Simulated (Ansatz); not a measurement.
A nudged elastic band was laid between two geometries of Cl3FGe + H2S (8 atoms, charge 0, multiplicity 1).

All numbers below come from RKS revPBE-D4/def2-SVP (Ansatz 0.2.0).

```json
{
 "movable images": "7",
 "climbing image": "yes",
 "spring": "5.0 eV/Å²",
 "optimiser": "quadratic models (default)",
 "start path": "through a guess of the saddle point",
 "force threshold": "0.05 eV/Å",
 "iteration limit": "60",
 "end points": "relaxed"
}
```

First end point:

```xyz
8
Properties=species:S:1:pos:R:3
Ge 0.336 0.086 -0.041
Cl 0.579 0.327 2.077
F 1.950 0.011 -0.705
Cl -0.620 1.753 -0.990
Cl -0.585 -1.790 -0.555
S -3.035 0.190 1.372
H -3.473 -0.472 0.267
H -2.711 -0.979 1.988
```

Last end point:

```xyz
8
Properties=species:S:1:pos:R:3
Ge -0.800 0.185 -0.597
Cl -0.932 -1.207 2.963
F 0.402 0.481 0.682
Cl -0.356 1.555 -2.192
Cl -0.401 -1.836 -1.228
S -2.818 0.565 0.198
H -2.525 -0.175 1.317
H -0.127 -0.443 2.270
```

(1) What changes between the two ends?

(2) What energy profile does the band end with?

(3) What is the geometry of the highest image?

(4) What are the harmonic wavenumbers there?

Results:

(1) Bonds broken: Ge1–Cl2, S6–H8. Bonds formed: Ge1–S6, Cl2–H8. Cl3FGe + H2S becomes Cl2FGeHS + ClH.

(2) The forces met the threshold. The highest image is number 4 of 0 to 8, 0.98 eV above the first end and 1.00 eV above the last; the last end lies 0.03 eV below the first. A vibrational analysis at the climbing image gives one clearly imaginary mode, 413i cm⁻¹: a first-order saddle point. The orbitals stay closed-shell, which can raise the energy where a bond breaks towards radicals; this wasn't checked here.

```tsv
image	path coordinate (Å)	energy (eV)	Ge1–Cl2 (Å)	S6–H8 (Å)	Ge1–S6 (Å)
0	0.00	0.00	2.15	1.36	3.66
1	1.15	0.01	2.15	1.36	3.83
2	2.30	0.00	2.15	1.36	3.74
3	3.45	0.26	2.21	1.37	3.07
4	4.60	0.98	2.56	1.64	2.44
5	6.14	0.18	3.83	2.35	2.24
6	7.68	0.18	4.34	2.47	2.23
7	9.22	0.05	4.20	3.38	2.21
8	10.76	-0.03	3.82	3.54	2.20
```

(3) 
```xyz
8
Properties=species:S:1:pos:R:3
Ge -0.406 -0.035 -0.148
Cl -0.109 0.415 2.360
F 1.262 -0.571 -0.005
Cl -0.395 1.993 -0.874
Cl -0.958 -1.448 -1.730
S -2.668 -0.073 0.779
H -2.649 -1.416 1.021
H -1.636 0.262 2.009
```

(4) 413i, 20, 112, 123, 170, 187, 234, 251, 296, 356, 374, 427, 547, 623, 685, 958, 1143, 2609 cm⁻¹.

Run time: 5.7 min on 4 threads of Arm Neoverse V1 (shared host), peak memory 0.21 GiB.
